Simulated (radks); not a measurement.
Values are calculated unless marked as measured or tabulated.
Valence configurations of Os (all share [Xe]). Code: a radial shooting solver on a logarithmic mesh with Libxc functionals. Model: scalar-relativistic Kohn-Sham, PBE, spin-polarised, spherical densities, finite nucleus; open shells are filled with parallel spins first (spin-orbit coupling, left out, can overturn this in heavy ions); Fermi nuclear charge, rms radius 5.4126 fm. Energies are relative to 4f14 5d6 6s2; eigenvalues in eV for spin up.

| valence | E (eV) | moment (Bohr magnetons) | e(4f) | e(5d) | e(6p) | e(6s) |
|---|---|---|---|---|---|---|
| 4f14 5d6 6s2 | 0.000 | 4 | -51.911 | -7.224 | - | -6.677 |
| 4f14 5d8 | 3.255 | 2 | -47.530 | -3.904 | - | - |
| 4f14 5d7 6s1 | 0.753 | 4 | -49.445 | -5.467 | - | -6.051 |
| 4f13.5 5d7 6s1.5 | 24.489 | 4 | -55.849 | -6.714 | - | -6.315 |
| 4f14 5d6 6s1 6p1 | 3.407 | 6 | -53.416 | -8.784 | -2.514 | -8.084 |
| 4f13.5 5d6.5 6s2 | 24.413 | 4 | -57.188 | -7.676 | - | -6.647 |
| 4f13 5d7 6s2 | 50.883 | 4 | -62.562 | -8.116 | - | -6.608 |
| 4f13.5 5d6.5 6s1 6p1 | 28.059 | 6 | -58.732 | -9.287 | -2.507 | -8.116 |
| 4f12.5 5d7.5 6s2 | 79.453 | 4 | -68.034 | -8.549 | - | -6.563 |
| 4f12 5d6 6s2 6p2 | 126.27 | 8 | -83.482 | -17.008 | -3.936 | -10.952 |

NIST lists [Xe] 4f14 5d6 6s2 as the ground configuration; this level of theory agrees among the configurations tried. The energies are those of spherical high-spin densities, not of single terms.
